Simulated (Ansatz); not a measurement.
`S[SiH]1C[SiH2]1` and `O[SiH]1C[SiH2]1` differ in one atom or group.

Ansatz, PBE0-D4/def2-TZVP geometries, multiplicity 1. Each molecule was computed in one conformer, which needn't be the lowest.

```json
{"property": "HOMO–LUMO gap (ωB97M-V/def2-TZVPP) / eV", "`S[SiH]1C[SiH2]1`": "10.26"}
{"property": "HOMO energy (PBE0/def2-TZVPP) / eV", "`S[SiH]1C[SiH2]1`": "-6.82"}
{"property": "zero-point energy (PBE0-D4/def2-TZVP) / kJ/mol", "`S[SiH]1C[SiH2]1`": "160.1"}
{"property": "HOMO energy (ωB97M-V/def2-TZVPP) / eV", "`S[SiH]1C[SiH2]1`": "-8.81"}
{"property": "HOMO–LUMO gap (PBE0/def2-TZVPP) / eV", "`S[SiH]1C[SiH2]1`": "6.51"}
{"property": "size of the dipole moment (PBE/def2-TZVPP) / D", "`S[SiH]1C[SiH2]1`": "1.32"}
```

Q: What does the change do to each property? (Estimate.)

A: Computed: 
```csv
property,`O[SiH]1C[SiH2]1`,shift
HOMO–LUMO gap (ωB97M-V/def2-TZVPP) / eV,9.10,-1.16
HOMO energy (PBE0/def2-TZVPP) / eV,-6.19,0.63
zero-point energy (PBE0-D4/def2-TZVP) / kJ/mol,173.2,13.1
HOMO energy (ωB97M-V/def2-TZVPP) / eV,-8.20,0.61
HOMO–LUMO gap (PBE0/def2-TZVPP) / eV,5.21,-1.30
size of the dipole moment (PBE/def2-TZVPP) / D,2.26,0.94
```

With PBE0 the HOMO rises by 0.63 eV and the LUMO falls by 0.67 eV, so the gap narrows by about 1.30 eV. PBE moves the HOMO by 0.59 eV and ωB97M-V by 0.61 eV. Dipoles are sizes alone; their direction can turn.
